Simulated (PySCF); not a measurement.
A GIAO shielding run with PySCF 2.14.0 with density-fitted response routines (density fitting, non-relativistic, gas phase) on SMILES C[SiH2][Si@H]1N[SiH2]C[SiH2]1, C$_{2}$H$_{13}$NSi$_{4}$:

```
$ OMP_NUM_THREADS=1 python probes_run.py task.json out

{"job": {"kind": "nmr", "xc": "PBE0", "basis": "pcSseg-1"}, "charge": 0, "multiplicity": 1}
C     -3.434094     0.299176    -0.947860
Si    -2.204866    -0.779712     0.020788
Si    -0.287403     0.465305     0.409561
N      0.916091    -0.558753     1.166549
Si     2.479498    -0.940714     0.532187
C      2.744341     0.373174    -0.814632
Si     1.082653     1.161799    -1.327421
H     -3.693014     1.195638    -0.391484
H     -3.016695     0.615454    -1.899884
H     -4.356446    -0.233965    -1.155647
H     -2.912043    -1.251371     1.227303
H     -1.985556    -2.002637    -0.772277
H     -0.556186     1.533548     1.408130
H      0.651785    -1.042490     2.008232
H      2.484777    -2.298068    -0.035879
H      3.468118    -0.850286     1.613594
H      3.257548    -0.062791    -1.668977
H      3.407935     1.145838    -0.429262
H      0.682283     0.632825    -2.643973
H      1.266128     2.608710    -1.531174
```

Hardware: 1 thread of an Intel Xeon, shared host. The job also computes population analyses, field gradients, ring-centre shieldings.

Q: How large is the calculation?

A: 88 electrons, 212 basis functions and 1192 auxiliary functions.

Q: How long does it take, and how much memory does it need?

A: 120 s of wall time, with 12 SCF cycles and 4 response iterations; peak memory 0.88 GiB. Times on a shared host scatter by some tens of per cent.
